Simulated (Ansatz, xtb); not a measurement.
**Two structures of AlHN2Si**

Structure I is `N=[Si]=[N][Al]`, a singlet and structure II is a singlet given by its coordinates. Both are isolated molecules in the gas phase, relaxed with B3LYP-D3(BJ)/def2-SVP.

I (Å):

```yaml
atoms:
  - { symbol: Al, position_ang: [-0.2218, -3.3443, -0.6101] }
  - { symbol: N, position_ang: [0.2664, 0.2871, 2.6615] }
  - { symbol: N, position_ang: [-0.0194, -1.9340, 0.4687] }
  - { symbol: Si, position_ang: [0.1567, -0.6958, 1.4397] }
  - { symbol: H, position_ang: [0.4511, 1.2754, 2.7745] }
```

II (Å):

```yaml
atoms:
  - { symbol: Al, position_ang: [-0.3530, 0.0193, -0.3405] }
  - { symbol: N, position_ang: [0.5685, -0.8572, 0.8771] }
  - { symbol: N, position_ang: [-1.2476, 0.4357, -1.6524] }
  - { symbol: Si, position_ang: [1.3993, -1.6318, 1.9797] }
  - { symbol: H, position_ang: [-1.7126, 1.1570, -2.1834] }
```

Close contacts (Å): Al1–N2 1.76, Al1–N3 1.64, N2–Si4 1.58, N3–H5 1.01.

Quicker runs give these differences E(II) − E(I): GFN2-xTB −3.7 kcal/mol; HF/STO-3G −36.7 kcal/mol (at GFN2-xTB geometries); r2SCAN-D4/def2-SVP −1.7 kcal/mol (at GFN2-xTB geometries).

Q: Estimate E(II) − E(I) at the level CCSD(T)/def2-TZVPP.

A: Calculated at CCSD(T)/def2-TZVPP: E(II) − E(I) = −3.6 kcal/mol, so structure II lies lower.

Level by level:

```tsv
level	geometry	E(II) − E(I) (kcal/mol)	departure from the last row (kcal/mol)	job, with rough time for the two
GFN2-xTB	GFN2-xTB	−3.7	−0.1	optimisation, 0.97 s
HF/STO-3G	GFN2-xTB	−36.7	−33.0	single point, 0.84 s
r2SCAN-D4/def2-SVP	GFN2-xTB	−1.7	+1.9	single point, 7.5 s
B3LYP-D3(BJ)/def2-SVP	B3LYP-D3(BJ)/def2-SVP	−3.9	−0.3	optimisation, 81 s
HF/def2-TZVPP	B3LYP-D3(BJ)/def2-SVP	−0.4	+3.2	part of the CCSD(T) run
MP2/def2-TZVPP	B3LYP-D3(BJ)/def2-SVP	−4.5	−0.9	part of the CCSD(T) run
CCSD(T)/def2-TZVPP	B3LYP-D3(BJ)/def2-SVP	−3.6		single point, 2.3 min
```

HF/def2-TZVPP finds them nearly level. The largest departure from CCSD(T)/def2-TZVPP is that of HF/STO-3G, 33.0 kcal/mol.

With harmonic frequencies from B3LYP-D3(BJ)/def2-SVP (ideal gas, rigid rotor, one conformer each, 298.15 K, 1 atm): on the last row, ΔE + ΔZPE = −3.6, ΔH = −3.6, ΔG = −3.5 kcal/mol.

The T1 diagnostic of structures I and II is large, so the coupled-cluster value is less sure. The correlated steps freeze 12 core orbitals. Programs: Ansatz 0.2.0, xtb 6.7.1; the last row on 1 thread of AMD EPYC (Zen 3) on a shared host.
